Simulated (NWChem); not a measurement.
System: BGeH₃ClF; SMILES F[B](Cl)[GeH3]

Computed with NWChem. Medium grid unless said otherwise, to which SCAN and Minnesota functionals are sensitive. The geometry was optimised at PBE0/def2-SVP. B3LYP is NWChem's, with the RPA form of VWN correlation.

Question: Among these, which level gives the highest value of “dipole (D)”?
A) M06/def2-SVP
B) PW6B95/def2-SVP
C) revPBE/def2-SVP
D) PBE/def2-SVP

Answer: A, M06/def2-SVP. Values: revPBE/def2-SVP 0.27; PBE/def2-SVP 0.28; PW6B95/def2-SVP 0.47; M06/def2-SVP 0.57
